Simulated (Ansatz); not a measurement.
One change: `BOCCC` becomes `BOCBS`.

Ansatz, PBE0-D4/def2-TZVP geometries, multiplicity 1. Each molecule was computed in one conformer, which needn't be the lowest.

```csv
property,`BOCCC`
size of the dipole moment (ωB97M-V/def2-TZVPP) / D,1.83
HOMO–LUMO gap (B3LYP/def2-TZVPP) / eV,7.74
HOMO–LUMO gap (PBE/def2-TZVPP) / eV,5.73
LUMO energy (B3LYP/def2-TZVPP) / eV,-0.57
LUMO energy (PBE/def2-TZVPP) / eV,-1.30
HOMO energy (PBE0/def2-TZVPP) / eV,-8.51
```

**Question.** What does the change do to each property? (An estimate is asked.)

**Answer.** Computed: 
```csv
property,`BOCBS`,shift
size of the dipole moment (ωB97M-V/def2-TZVPP) / D,2.07,0.24
HOMO–LUMO gap (B3LYP/def2-TZVPP) / eV,6.84,-0.90
HOMO–LUMO gap (PBE/def2-TZVPP) / eV,5.04,-0.69
LUMO energy (B3LYP/def2-TZVPP) / eV,-1.27,-0.70
LUMO energy (PBE/def2-TZVPP) / eV,-2.05,-0.75
HOMO energy (PBE0/def2-TZVPP) / eV,-8.36,0.15
```

With PBE0 the HOMO rises by 0.15 eV and the LUMO falls by 0.77 eV, so the gap narrows by about 0.92 eV. PBE moves the HOMO by -0.06 eV and ωB97M-V by 0.33 eV. Dipoles are sizes alone; their direction can turn.

B3LYP here is the variant with VWN-RPA as its local correlation; programs differ in this.
